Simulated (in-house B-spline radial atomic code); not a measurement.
# BLYP excitations of the hafnium ion Hf⁴⁺

Method: BLYP. Computed with a B-spline radial code for spherical atoms: linear response of the closed shell [Xe] 4f14 with the functional's adiabatic kernel; scalar-relativistic (spin-free one-electron X2C), finite nucleus, no spin-orbit coupling, no double excitations, S, P, D and F terms only; shells from n = 3 respond. Only terms of natural parity with L up to 3 were computed.

Spin-orbit coupling is strong here, so these LS terms don't match observed levels.

Command:
```bash
python run_td.py task.json out
```
Settings (radii: box in bohr, nucleus in fm):
```
Z                        72
electrons                68
configuration            [Xe] 4f14
hamiltonian              x2c
method                   b88,lyp
box_radius               19.1
rms_radius               5.347
intervals                71
```

Run time, properties included: 7 s on 1 thread of Arm Neoverse N1, with other jobs on the host.

The lowest states, in the order of their Tamm-Dancoff energies; the method's threshold (minus the highest occupied level) is 57.68 eV. Labels give the largest channel, * marks a mixed state, and oscillator strengths are full-response dipole values. Semilocal kernels can invert the small singlet-triplet splittings of Rydberg terms. Energies in eV:

```json
{"state": "4f → 5d 3P", "full response": "18.282", "Tamm-Dancoff": "18.319", "oscillator strength": "-"}
{"state": "4f → 5d 3F", "full response": "?", "Tamm-Dancoff": "?", "oscillator strength": "-"}
{"state": "4f → 5d 1F", "full response": "19.140", "Tamm-Dancoff": "19.151", "oscillator strength": "-"}
{"state": "4f → 5d 1P", "full response": "20.535", "Tamm-Dancoff": "20.842", "oscillator strength": "0.178"}
{"state": "4f → 6s 3F", "full response": "21.946", "Tamm-Dancoff": "21.949", "oscillator strength": "-"}
{"state": "4f → 6s 1F", "full response": "22.097", "Tamm-Dancoff": "22.099", "oscillator strength": "-"}
{"state": "4f → 6p 3D", "full response": "29.689", "Tamm-Dancoff": "29.693", "oscillator strength": "-"}
{"state": "4f → 6p 1D", "full response": "29.978", "Tamm-Dancoff": "29.989", "oscillator strength": "-"}
{"state": "5p → 5d 3P", "full response": "35.24", "Tamm-Dancoff": "35.31", "oscillator strength": "-"}
{"state": "5p → 5d 3F", "full response": "?", "Tamm-Dancoff": "?", "oscillator strength": "-"}
```

(1) Where does 4f → 5d 3F lie?

(2) Where does 5p → 5d 3F lie?

(3) How large is the singlet-triplet splitting of 4f → 5d (F terms) in Tamm-Dancoff?

(4) What polarisabilities and dispersion coefficient does the method give?

Results:

(1) At 18.572 eV in full response, 18.590 eV in Tamm-Dancoff.

(2) At 35.57 eV in full response, 35.62 eV in Tamm-Dancoff.

(3) 0.561 eV, from the unrounded values.

(4) Dipole 3.282 bohr³, quadrupole 5.307 bohr⁵, C6 14.98 hartree·bohr⁶ for two such species.
